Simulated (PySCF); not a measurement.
# One molecule, several mistakes: AlBGeH4N cation

Calculated results; nothing here was measured. They come from PySCF 2.14.0, an open-source quantum chemistry program, on an isolated molecule that a program drew, which may never have been made. The molecule is AlBGeH4N cation (charge +1, singlet), drawn as the SMILES string `B=[N][GeH2][AlH+]`.

Each row is a Hartree-Fock (HF) and frozen-core CCSD(T) single point in the cc-pV(D+d)Z basis, meant for a local HF minimum. Run 1 is clean. Each other run has one planted mistake out of seven kinds, and not every kind appears here: one electron removed, one electron added, multiplicity raised by two, geometry at a saddle point, minimal basis STO-3G, one bond length entered in bohr, all coordinates scaled. The reference is restricted for singlets and unrestricted otherwise, and also for a bond in bohr. Adding or removing an electron swaps singlet and doublet. Electrons count all cores. HOMO and LUMO are orbital energies over both spins, the gradient is its largest component, and the lowest frequency (negative if imaginary) is given only where the gradient is small. Bond lengths are over the 7 bonds as drawn. T1 is the CCSD diagnostic: over 0.02 (restricted) or 0.045 (unrestricted) a single reference is doubtful. Germanium has the cc-pVDZ-PP basis, with a core potential (ECP10MDF) in place of its 10 inner electrons, and its 3s, 3p and 3d shells are frozen in CCSD(T).

Geometry of the clean run:
```xyz
8
AlBGeH4N cation, angstrom
B     0.5313   -2.3825    0.2095
N     0.6043   -1.1887    0.5719
Ge    0.6939    0.3982    1.3769
Al    0.8313    1.9426   -0.6816
H     0.4640   -3.4934   -0.1536
H    -0.5781    0.7919    2.1041
H     1.9799    0.6243    2.1494
H     0.9080    2.7697   -2.0025
```

| run | electrons | basis functions | <S^2> | HOMO (eV) | LUMO (eV) | gradient (hartree/bohr) | lowest frequency (cm^-1) | mean bond (Å) | longest bond (Å) | T1 | HF (hartree) | CCSD(T) (hartree) | mistake |
|---|---|---|---|---|---|---|---|---|---|---|---|---|---|
| 1 | 60 | 94 | 0.000 | -14.60 | -4.33 | 1.6e-05 | 77 | 1.6248 | 2.577 | 0.0164 | -616.52609 | -616.94976 | no fault |
| 2 | 60 | 94 | 0.000 | -15.03 | -4.36 | 1.7e-01 | - | 1.4851 | 2.356 | 0.0137 | -616.44860 | -616.85767 | all coordinates scaled |
| 3 | 61 | 94 | 0.792 | -5.57 | 0.87 | 3.8e-02 | - | 1.6248 | 2.577 | 0.0200 | -616.70727 | -617.14769 | one electron added |
| 4 | 60 | 94 | 2.014 | -11.37 | -7.16 | 3.9e-02 | - | 1.6248 | 2.577 | 0.0276 | -616.40444 | -616.81909 | multiplicity raised by two |
| 5 | 60 | 94 | 0.000 | -11.18 | -5.60 | 5.4e-02 | - | 1.9524 | 4.870 | 0.0212 | -616.45102 | -616.87504 | ? |

**Which mistake was planted in run 5, and what did it cost?**

The mean bond changes by a factor of 1.202 and the longest by 1.890, so the molecule wasn't scaled as a whole. A length L in bohr read as angstrom grows by (1/0.5292 - 1) L = 0.890 L. The 7 bonds together grew by 7 x 0.3276 = 2.293 Å, which gives L = 2.577 Å. That is bond Ge3-Al4, 2.577 Å in the clean geometry. So the mistake is: one bond length entered in bohr. Subtracting run 1 and multiplying by 627.51 kcal/mol a hartree, the energy moved by 47.1 kcal/mol in HF and 46.9 kcal/mol in CCSD(T).

